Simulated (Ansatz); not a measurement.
Isolated molecules relaxed with PBE0-D4/def2-TZVP in Ansatz; ΔE leaves out vibrations. CCSD(T)/CBS is the MP2 limit (def2-TZVPP, def2-QZVPP) plus CCSD(T) − MP2 in def2-TZVPP, frozen cores. This one scheme is used for every species, atoms too. Functionals use def2-TZVPP. No spin–orbit coupling; open shells (•) take unrestricted orbitals. Spin–orbit coupling would lower the free atoms: a little for B, C, F; strongly for Sn. def2 core potentials past Kr. Bonds to Sn are less sure, by a few kJ/mol each and by 10 to 20 or more in all where they break to atoms, as the def2 sets lack core-valence functions. Each species was taken in one conformer, which may not be the lowest.

Reaction (atomization): `FBN[CH2][SnH3]` → B• + C• + F• + 7 H• + N• + Sn•

`FBN[CH2][SnH3]`:

Z-matrix (Å, degrees):
```
C
Sn 1 2.170
N 1 1.446 2 112.5
H 1 1.093 2 108.9 3 123.6
H 1 1.090 2 107.9 3 -120.1
H 2 1.712 1 107.7 3 -53.2
H 2 1.706 1 109.2 3 65.1
H 2 1.709 1 111.2 3 -173.1
B 3 1.391 1 126.6 2 -110.4
H 3 1.007 1 115.4 2 67.7
F 9 1.340 3 119.4 1 -0.8
H 9 1.196 3 121.3 1 179.1
```

```json
{"level": "revPBE-D4", "ΔE (kJ/mol)": "4090.8"}
{"level": "r2SCANh-D4", "ΔE (kJ/mol)": "4110.3"}
{"level": "HF/def2-SVP", "ΔE (kJ/mol)": "3032.9"}
{"level": "HF/CBS(def2)", "ΔE (kJ/mol)": "3015.8"}
```

Q: What does CCSD(T)/CBS give? (An estimate is asked.)

A: The calculation gave: +4140.0 kJ/mol. The listed levels differ from it by -49.2, -29.7, -1107.1, -1124.2 kJ/mol.

Largest T1 diagnostic among the species: 0.014.

In def2-TZVPP, CCSD(T) changes the Hartree–Fock value by +1029.6 kJ/mol (the triples alone add +57.7 kJ/mol) and MP2 by +1061.7 kJ/mol; breaking electron pairs costs correlation energy, which Hartree–Fock lacks. From PBE to PBE0 (25 % exact exchange), in def2-TZVPP and without D4, ΔE moves by −65.5 kJ/mol: exact exchange takes away binding that semilocal exchange gives to molecules.

For atomizations the MP2-based limit and the directly extrapolated one differ by several kJ/mol either way, and by 10 to 25 for some Ge, Se and Sn compounds, so smaller differences from it don't rank the levels.
